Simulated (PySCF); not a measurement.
This PySCF input asks for the NMR shieldings of `C#CB/C=C\CC(C)(C)C`, C₉H₁₅B; the geometry comes from GFN2-xTB.

```python
import basis_set_exchange as bse
import numpy as np
from pyscf import gto, dft
from pyscf.prop import nmr

atoms = """
C     4.411927    2.009138   -0.654937
C     3.603708    1.217230   -0.237409
B     2.587355    0.232284    0.276330
C     1.961568   -0.762475   -0.726112
C     0.806330   -1.428745   -0.597638
C    -0.149009   -1.310311    0.540080
C    -1.361979   -0.397326    0.236419
C    -0.884939    1.027038   -0.046496
C    -2.275259   -0.391480    1.465174
C    -2.143097   -0.926583   -0.968182
H     5.119787    2.699675   -1.014745
H     2.325767    0.243460    1.419623
H     2.505204   -0.933351   -1.651725
H     0.486904   -2.100787   -1.388254
H    -0.529296   -2.305967    0.785254
H     0.365403   -0.909951    1.413230
H    -0.239964    1.052291   -0.921840
H    -1.736135    1.680418   -0.226814
H    -0.322075    1.418735    0.797766
H    -3.132539    0.257164    1.298051
H    -1.740195   -0.029821    2.340456
H    -2.642602   -1.393399    1.677361
H    -1.546655   -0.864627   -1.875020
H    -3.046538   -0.338667   -1.117437
H    -2.434605   -1.963612   -0.814002
"""
names = dict.fromkeys(["C", "B", "H"], "pcSseg-1")
basis = {el: gto.basis.parse(bse.get_basis(n, elements=[el], fmt="nwchem")) for el, n in names.items()}
mol = gto.M(atom=atoms, basis=basis, charge=0, verbose=0)
mf = dft.RKS(mol, xc="PBE0")
mf.grids.level = 2
mf.grids.alignment = dft.numint.BLKSIZE   # the property module wants whole blocks of grid points
mf.conv_tol = 1e-9
mf.kernel()

calc = nmr.RKS(mf)   # GIAO
C = mf.mo_coeff
Co = C[:, mf.mo_occ > 0]
resp = mf.gen_response(singlet=True, hermi=2)
def vind(x):   # induced exchange potential for any number of trial vectors
    d = np.einsum("pi,xij,qj->xpq", C, 2 * x.reshape(-1, C.shape[1], Co.shape[1]), Co, optimize=True)
    return np.einsum("xpq,pi,qj->xij", resp(d - d.transpose(0, 2, 1)), C, Co, optimize=True).ravel()
mo1, _ = nmr.rhf.solve_mo1(calc, with_cphf=vind)
sigma = calc.kernel(mo1)
for i, s in enumerate(sigma):   # ppm
    print("%2d %-2s %9.2f" % (i, mol.atom_pure_symbol(i), np.trace(s) / 3))
```

Q: What does it print?

A: 
```
 0 C      56.97
 1 C      84.66
 2 B      48.34
 3 C      38.16
 4 C      16.32
 5 C     136.92
 6 C     153.40
 7 C     157.70
 8 C     152.48
 9 C     156.78
10 H      27.36
11 H      25.23
12 H      24.70
13 H      24.28
14 H      29.59
15 H      28.95
16 H      30.74
17 H      30.95
18 H      31.30
19 H      30.63
20 H      30.66
21 H      30.63
22 H      30.65
23 H      30.79
24 H      30.77
```

These numbers come from an equivalent density-fitted implementation of the same equations, which agrees with the script to about 0.01 ppm for H and up to a few tenths of a ppm for heavy atoms, so last digits may differ.

Size and cost of the density-fitted run: 245 basis functions, 110 s wall time on 1 thread of an Arm Neoverse N1, shared host; peak memory 1.2 GiB.
